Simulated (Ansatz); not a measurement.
Born–Oppenheimer molecular dynamics of AlClF2 (4 atoms, charge 0, multiplicity 1). It goes on from the last frame of an earlier run, with new velocities.

All numbers below come from Ansatz, RKS CAM-B3LYP-D4/def2-SVP.

```
ensemble                      : NVE (velocity Verlet)
time step                     : 1 fs
steps asked                   : 100
starting velocities drawn for : 400 K
seed                          : 308540
```

First frame:

```xyz
4
Properties=species:S:1:pos:R:3
Al -0.025 -0.029 -0.011
Cl 0.025 0.007 2.119
F 1.400 0.010 -0.747
F -1.411 0.018 -0.819
```

**Question.** How far do the bonds stretch over the last three quarters of this one trajectory? (Pairs bonded in most of those frames.)

**Answer.** 
| bond | mean (Å) | spread (Å) | shortest | longest |
| --- | --- | --- | --- | --- |
| Al1–Cl2 | 2.061 | 0.037 | 1.99 | 2.12 |
| Al1–F3 | 1.642 | 0.036 | 1.58 | 1.70 |
| Al1–F4 | 1.648 | 0.056 | 1.56 | 1.73 |

Mean temperature of the second half: 394 K. The conserved energy stayed within 0.18 meV per atom of its start (net change 0.13 meV per atom), so the integration is sound. A run of 0.1 ps of so small a system gives no equilibrium averages.

Run time: 3.5 min on 1 thread of Arm Neoverse V1 (shared host), peak memory 0.13 GiB.
